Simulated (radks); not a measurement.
Task: All-electron atom: Zn III in [Ar] 3d9 4d1 (not the ground configuration). All-electron calculation, Dirac Kohn-Sham, Wu-Cohen GGA, spin-unpolarised, spherical densities, finite nucleus; open shells fill j = l - 1/2 first; Fermi nuclear charge, rms radius 3.9283 fm. Program: a radial shooting solver on a logarithmic mesh with Libxc functionals. Some entries of the table are withheld. Estimate them.

| orbital | occ. | eigenvalue (eV) | <r^2> (bohr^2) |
|---|---|---|---|
| 1s1/2 | 2 | -9555.104 | 0.003407 |
| 2s1/2 | 2 | -1191.914 | 0.06036 |
| 2p1/2 | 2 | (1) | 0.04718 |
| 2p3/2 | 4 | (2) | 0.04871 |
| 3s1/2 | 2 | -162.8094 | 0.5308 |
| 3p1/2 | 2 | -119.0688 | 0.5774 |
| 3p3/2 | 4 | -115.9542 | 0.5945 |
| 3d3/2 | 4 | -43.0289 | 0.8597 |
| 3d5/2 | 5 | -42.6343 | 0.8702 |
| 4s1/2 | 0 | -28.1546 | 4.914 |
| 4p1/2 | 0 | (3) | (4) |
| 4p3/2 | 0 | (5) | (6) |
| 4d3/2 | 1 | -10.2486 | 17.04 |
| 4d5/2 | 0 | -10.2302 | 17.11 |

Result: 
(1) 2p1/2 eigenvalue (eV): -1054.203
(2) 2p3/2 eigenvalue (eV): -1030.326
(3) 4p1/2 eigenvalue (eV): -19.9772
(4) 4p1/2 <r^2> (bohr^2): 7.111
(5) 4p3/2 eigenvalue (eV): -19.7348
(6) 4p3/2 <r^2> (bohr^2): 7.279
